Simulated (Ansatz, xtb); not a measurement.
**C4H9OPSi: which of two isomers lies lower**

We compare X, `C=C1CC[Si@H](P)O1`, a singlet, with Y, `C[C@@H]1C=CO[Si@@H]1P`, a singlet. Both are isolated molecules in the gas phase, relaxed with B3LYP/def2-SVP; the shapes shown needn't be the lowest conformers.

X (Å):

```xyz
16

C     1.5838   -1.5367    1.3164
C     0.9629   -0.3574    1.2031
C     1.1401    0.8492    2.1148
C     0.8895    2.1386    1.2952
O     0.0414   -0.1212    0.2106
P    -2.5346    2.0214    0.4881
Si   -0.3681    1.5211    0.0171
H     1.3653   -2.3515    0.6242
H     2.3098   -1.7014    2.1137
H     0.3911    0.7839    2.9257
H     2.1291    0.8330    2.5968
H     0.5609    2.9816    1.9199
H     1.8057    2.4535    0.7669
H    -0.1151    1.9281   -1.3924
H    -3.0504    0.9979   -0.3657
H    -2.5734    1.2041    1.6602
```

Y (Å):

```xyz
16

C     0.0745   -2.8142   -0.2901
C     0.5648   -1.4898   -0.9011
C     2.0481   -1.2251   -0.6852
C     2.3742   -0.0534   -0.1167
O     1.3833    0.8312    0.2239
P    -1.3261   -0.1343    1.7613
Si   -0.1358    0.1362   -0.1646
H    -0.9959   -2.9846   -0.4924
H     0.2204   -2.8355    0.8019
H     0.6273   -3.6708   -0.7116
H     0.3464   -1.5078   -1.9864
H     2.8087   -1.9568   -0.9711
H     3.3853    0.2924    0.1148
H    -0.8270    1.0228   -1.1430
H    -1.6839    1.2486    1.8278
H    -2.5164   -0.4924    1.0494
```

Q: Estimate which is lower in electronic energy at CCSD(T)/def2-SVP + ΔMP2/def2-TZVPP, and by roughly how much.

A: The CCSD(T)/def2-SVP + ΔMP2/def2-TZVPP calculation puts structure X lower, by 0.153 eV.

How the difference moves with the method:

```json
{"level": "GFN2-xTB", "geometry": "GFN2-xTB", "E(Y) − E(X) (eV)": "+0.012", "departure from the last row (eV)": "−0.141", "job, with rough time for the two": "optimisation, 0.47 s"}
{"level": "HF/STO-3G", "geometry": "GFN2-xTB", "E(Y) − E(X) (eV)": "+0.114", "departure from the last row (eV)": "−0.039", "job, with rough time for the two": "single point, 0.5 s"}
{"level": "r2SCAN-D4/def2-SVP", "geometry": "GFN2-xTB", "E(Y) − E(X) (eV)": "+0.197", "departure from the last row (eV)": "+0.044", "job, with rough time for the two": "single point, 3.8 s"}
{"level": "B3LYP/def2-SVP", "geometry": "B3LYP/def2-SVP", "E(Y) − E(X) (eV)": "+0.196", "departure from the last row (eV)": "+0.043", "job, with rough time for the two": "optimisation, 87 s"}
{"level": "HF/def2-SVP", "geometry": "B3LYP/def2-SVP", "E(Y) − E(X) (eV)": "+0.205", "departure from the last row (eV)": "+0.052", "job, with rough time for the two": "part of the CCSD(T) run"}
{"level": "MP2/def2-SVP", "geometry": "B3LYP/def2-SVP", "E(Y) − E(X) (eV)": "+0.143", "departure from the last row (eV)": "−0.011", "job, with rough time for the two": "part of the CCSD(T) run"}
{"level": "CCSD(T)/def2-SVP", "geometry": "B3LYP/def2-SVP", "E(Y) − E(X) (eV)": "+0.148", "departure from the last row (eV)": "−0.006", "job, with rough time for the two": "single point"}
{"level": "CCSD(T)/def2-SVP + ΔMP2/def2-TZVPP", "geometry": "B3LYP/def2-SVP", "E(Y) − E(X) (eV)": "+0.153", "departure from the last row (eV)": "", "job, with rough time for the two": "single point, 59 s"}
```

As drawn, both hold the same kinds of bond in the same numbers. Structure X has 0 methyl groups, Y 1.

GFN2-xTB finds them nearly level. The largest departure from CCSD(T)/def2-SVP + ΔMP2/def2-TZVPP is that of GFN2-xTB, 0.141 eV. The last row adds to CCSD(T) the change of the MP2 difference between the two basis sets, here +0.006 eV.

With thermal terms from frequencies at re-optimised GFN2-xTB minima (ideal gas, soft modes damped towards free rotors, one conformer each, 298.15 K, 1 atm): on the last row, ΔE + ΔZPE = +0.152, ΔH = +0.155, ΔG = +0.156 eV.

The correlated steps freeze 15 core orbitals. Run with Ansatz 0.2.0, xtb 6.7.1; the last row on 2 threads of Intel(R) Xeon(R) 6975P-C (Granite Rapids) on a shared host.
